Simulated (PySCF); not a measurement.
## Pt (platinum, neutral) across methods

[Xe] 4f14 5d8 6s2, high-spin 3F determinant (an excited configuration). Calculation: PySCF 2.14, in def2-SVPD with the def2 core potential (60 electrons) (6s4p2d1f, 35 functions); scalar relativity through the core potential.

| method | E (hartree) | mean ε 5d β (eV) | mean ε 6s α (eV) | mean ε 6s β (eV) | Σ⟨r²⟩ (bohr²) | ⟨S²⟩ |
| --- | --- | --- | --- | --- | --- | --- |
| PBE0 | -119.2275 | -9.240 | -7.455 | -6.741 | 54.75 | 2.003 |
| TPSSh | -119.2029 | -8.340 | -6.973 | -6.252 | 54.71 | 2.003 |
| PBE | -119.2750 | -7.656 | -6.706 | -6.060 | 54.84 | 2.002 |
| r2SCAN0 | -119.2303 | -9.475 | -7.657 | -6.915 | 54.51 | 2.005 |
| UHF | -118.37995 | -13.197 | -8.893 | -7.833 | 55.93 | 2.009 |
| wB97M-V | -119.1423 | -11.650 | -9.348 | -8.673 | 54.94 | 2.003 |
| MN15 | -119.0486 | -9.890 | -8.449 | -7.752 | 55.09 | 2.003 |
| r2SCAN | -119.2885 | -7.975 | -6.919 | -6.220 | 54.42 | 2.005 |

Q: Estimate the same row for LDA.

A: E (hartree) = -119.0426; mean ε 5d β (eV) = -7.700; mean ε 6s α (eV) = -6.998; mean ε 6s β (eV) = -6.423; Σ⟨r²⟩ (bohr²) = 54.89; ⟨S²⟩ = 2.002.

Energies and moments cover only the electrons outside the core potential. Spin-orbit coupling, absent here, splits the open shell strongly.
